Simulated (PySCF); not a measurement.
# How exact exchange moves a shielding

Molecule: SMILES C#C[Si](N)(N)O, C2H6N2OSi.

Numbering as in the mapped SMILES `[CH:1]#[C:2][Si:3]([NH2:4])([NH2:5])[OH:6]`; H(Xn) means a hydrogen on atom n.

GIAO shieldings (ppm, equivalent atoms averaged) in PySCF 2.14.0 with density-fitted response routines on the PBE0-D3(BJ)/def2-SVP geometry, basis pcSseg-1, gas phase, non-relativistic:

| functional | exact exchange (%) | σ(Si3) | σ(N4/N5) | σ(O6) |
| --- | --- | --- | --- | --- |
| BLYP | 0 | 385.1 | 226.6 | 248.2 |
| BP86 | 0 | 391.2 | 228.1 | 249.1 |
| PBE | 0 | 391.0 | 228.9 | 249.0 |
| PBE0 | 25 | 405.7 | 234.1 | 259.4 |
| mPW1PW91 | 25 | 405.2 | 233.4 | 259.5 |
| BHandHLYP | 50 | 414.8 | 236.7 | 266.5 |
| HF | 100 | 447.4 | 244.4 | 279.9 |

Task: Fit each shielding as a line in the percentage of exact exchange.

Result: σ(Si3) = 389.4 + 0.57 x (rms 2.4 ppm); σ(N4/N5) = 228.4 + 0.17 x (rms 1.0 ppm); σ(O6) = 249.8 + 0.31 x (rms 1.4 ppm). The functionals also differ in their semilocal parts, which the line can't hold; Hartree–Fock has no correlation at all.

Task: What does the line predict for B3LYP (20 %), and what does the run give?

Result: σ(Si3): 400.8 predicted, 396.8 computed; σ(N4/N5): 231.8 predicted, 231.0 computed; σ(O6): 256.0 predicted, 256.5 computed ppm.
